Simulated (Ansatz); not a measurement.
CH$_{5}$FOSiTe (`C[Te][SiH](O)F`), relaxed with RKS PBE-D4/def2-SVP in Ansatz 0.2.0 from a rough embedded geometry. The force threshold is 0.03 eV/Å; the program also tests the step.

The species carries charge 0 and has multiplicity 1. Te takes the def2 core potential.

Start:

```xyz
10

C     1.190   -1.278    0.493
Te    0.336    0.259    1.704
Si   -1.210    0.833   -0.154
O    -0.308    1.317   -1.560
F    -2.233   -0.436   -0.499
H     1.603   -0.908   -0.381
H     0.360   -2.017    0.259
H     1.923   -1.812    1.122
H    -1.985    2.049    0.274
H     0.323    1.994   -1.259
```

(1) By how much does the energy fall, and how many steps does the optimiser take? (An estimate is asked.)

(2) Which bonds change most? (Best estimate.)

(3) Give the relaxed structure. (Estimate.)

Results:

(1) Ansatz gave: 0.34 eV, in 7 steps, 1 of them rejected.

(2) Computed: C1–H6 from 1.035 to 1.104 Å; Si3–O4 from 1.739 to 1.673 Å; C1–Te2 from 2.135 to 2.196 Å; C1–H7 from 1.136 to 1.104 Å.

(3) Computed: 
```xyz
10

C     1.152   -1.313    0.499
Te    0.255    0.235    1.773
Si   -1.221    0.933   -0.121
O    -0.310    1.304   -1.475
F    -2.156   -0.309   -0.625
H     1.393   -0.868   -0.482
H     0.431   -2.141    0.386
H     2.071   -1.659    1.004
H    -2.131    2.041    0.320
H     0.518    1.778   -1.279
```
